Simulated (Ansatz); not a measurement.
Geometry optimisation, Ansatz, RKS PBE0-D4/def2-SVP.

The input (input.yaml):

```yaml
crystal:
  periodic: [false, false, false]
  atoms:
    - { symbol: "N", position_ang: [-1.5729, -0.4419, 2.0388] }
    - { symbol: P, position_ang: [-0.0905, -0.6154, 1.3438] }
    - { symbol: O, position_ang: [-0.5127, -2.0034, 0.6215] }
    - { symbol: Si, position_ang: [-0.0192, 0.8021, -0.4397] }
    - { symbol: Si, position_ang: [1.8116, 0.5176, -1.7059] }
    - { symbol: H, position_ang: [-1.7065, 0.5285, 2.4818] }
    - { symbol: H, position_ang: [-2.3261, -0.4125, 1.3183] }
    - { symbol: H, position_ang: [-0.7633, -2.6105, 1.3182] }
    - { symbol: H, position_ang: [-0.1886, 2.1875, 0.1626] }
    - { symbol: H, position_ang: [-1.3418, 0.5405, -1.1845] }
    - { symbol: H, position_ang: [3.0183, 0.7745, -0.8484] }
    - { symbol: H, position_ang: [1.9328, -0.8292, -2.2626] }
    - { symbol: H, position_ang: [1.7793, 1.5277, -2.8289] }
basis:
  gaussian: { orbitals: def2-SVP }
hamiltonian:
  xc: pbe0
  dispersion: d4
relax:
  f_tol: 0.015
  max_steps: 40
```

Launched with:

```bash
$ ansatz run input.yaml --threads 2 --pin off --max-ram 3072MiB --backend cpu --events-out ev --progress --plain --runs-dir out
```

**Question.** Where does it end, and by what steps?

**Answer.** The run converged. After 21 steps the energy has fallen by 0.850 eV; H8 moved furthest, 1.33 Å.

```csv
step,energy less start (eV),largest force component (eV/Å),accepted
0,0.0000,3.558,yes
1,-0.3915,1.779,yes
2,-0.5601,1.249,yes
3,-0.6540,0.416,yes
4,-0.7043,0.265,yes
5,-0.7242,0.749,yes
6,-0.7729,0.373,yes
7,-0.7208,0.544,no
8,-0.7972,0.356,yes
9,-0.8147,0.538,yes
10,-0.8340,0.155,yes
11,-0.8370,0.096,yes
12,-0.8406,0.082,yes
13,-0.8421,0.090,yes
14,-0.8447,0.053,yes
15,-0.8468,0.097,yes
16,-0.8476,0.111,yes
17,-0.8487,0.125,yes
18,-0.8494,0.105,yes
19,-0.8499,0.049,yes
20,-0.8499,0.029,no
21,-0.8501,0.014,yes
```

```xyz
13
Properties=species:S:1:pos:R:3
N -1.840 -0.125 1.829
P -0.182 -0.239 1.498
O 0.052 -1.667 0.609
Si -0.147 1.070 -0.361
Si 1.630 0.264 -1.657
H -2.161 -0.501 2.715
H -2.533 -0.228 1.092
H 0.526 -2.307 1.153
H 0.039 2.500 0.035
H -1.448 0.949 -1.100
H 2.815 0.034 -0.772
H 1.245 -1.024 -2.306
H 2.025 1.240 -2.721
```

Time of the run: 80 s on 2 threads of Arm Neoverse V2 (shared host), peak memory 0.29 GiB.
